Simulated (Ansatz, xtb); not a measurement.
# C4H11AlOSi: 3 structures ranked

3 gas-phase structures of C4H11AlOSi, from a drawn sample of its isomers (lower ones may exist). Each was relaxed with GFN2-xTB; where two conformers were screened, the lower at r2SCAN-D4/def2-SVP is listed:

A. `CC1=C[SiH2][O+]([AlH3-])C1`, a singlet
B. `[SiH3][O][AlH][CH2]C1CC1`, a singlet
C. `[SiH3][O][Al]1[CH2]CC[CH2]1`, a singlet

**Question.** Estimate their order in r2SCAN-D4/def2-SVP energy at these geometries, lowest first.

**Answer.** Calculated order at r2SCAN-D4/def2-SVP: C (0.000), B (1.106), A (2.224) eV.

Energies above the lowest of each column, in eV; the last columns are at PBE-D3(BJ)/def2-SVP geometries:

```json
{"structure": "C", "GFN2-xTB": "0.000", "HF/STO-3G": "0.000", "r2SCAN-D4/def2-SVP": "0.000", "PBE-D3(BJ)/def2-SVP": "0.000", "CCSD(T)/def2-SVP + ΔMP2/def2-TZVPP": "0.000"}
{"structure": "B", "GFN2-xTB": "0.174", "HF/STO-3G": "1.822", "r2SCAN-D4/def2-SVP": "1.106", "PBE-D3(BJ)/def2-SVP": "1.051", "CCSD(T)/def2-SVP + ΔMP2/def2-TZVPP": "1.105"}
{"structure": "A", "GFN2-xTB": "0.613", "HF/STO-3G": "1.940", "r2SCAN-D4/def2-SVP": "2.224", "PBE-D3(BJ)/def2-SVP": "2.052", "CCSD(T)/def2-SVP + ΔMP2/def2-TZVPP": "2.259"}
```

Every level run on C puts it lowest or level with the lowest. Flexible structures stand in one conformer each, not always the lowest. C keeps a small imaginary mode. B keeps a small imaginary mode. A keeps a small imaginary mode. The ΔMP2 step shifts differences by up to 0.224 eV, which makes them less sure. ΔMP2 is the change of the MP2 energy from the smaller to the larger basis.

Programs: Ansatz 0.2.0, xtb 6.7.1.
